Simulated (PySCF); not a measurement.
Delta-SCF ions had no search for a lower state. Excitations are Tamm–Dancoff values on a coarser integration grid. The basis has no diffuse functions, so Rydberg states are missing or too high.

## CH₄Ge, SMILES `[GeH2]=[CH2]` (charge 0, multiplicity 1)

The numbers are results of PBE-D3(BJ)/def2-TZVP // CAM-B3LYP-D3(BJ)/def2-TZVP run with PySCF, not measurements.

* **HOMO**: -5.56 eV
* **dipole moment**: 0.63 D
* **LUMO**: -2.03 eV
* **HOMO–LUMO gap**: 3.52 eV
* **S1 excitation (TDA)**: 5.68 eV
* **S1 oscillator strength**: 0.017
* **brightest of the four lowest singlets (TDA)**: 5.68 eV
* **T1 excitation (TDA)**: 2.62 eV
* **S1–T1 gap (TDA)**: 3.05 eV
* **vertical ionisation energy (Delta-SCF)**: 8.74 eV
* **adiabatic ionisation energy (no zero-point term)**: 8.53 eV
* **hole reorganisation energy (four-point)**: 0.302 eV
* **total energy**: -57608.92 eV
* **cost**: roughly 70 core-seconds

```xyz
6

C     -0.9588    -0.1126     0.0291
Ge     0.7899     0.0928    -0.0239
H     -1.6309     0.7064    -0.1793
H     -1.4093    -1.0634     0.2716
H      1.7587    -1.0432     0.2650
H      1.4504     1.4200    -0.3626
```
Charge 0, spin multiplicity 1.
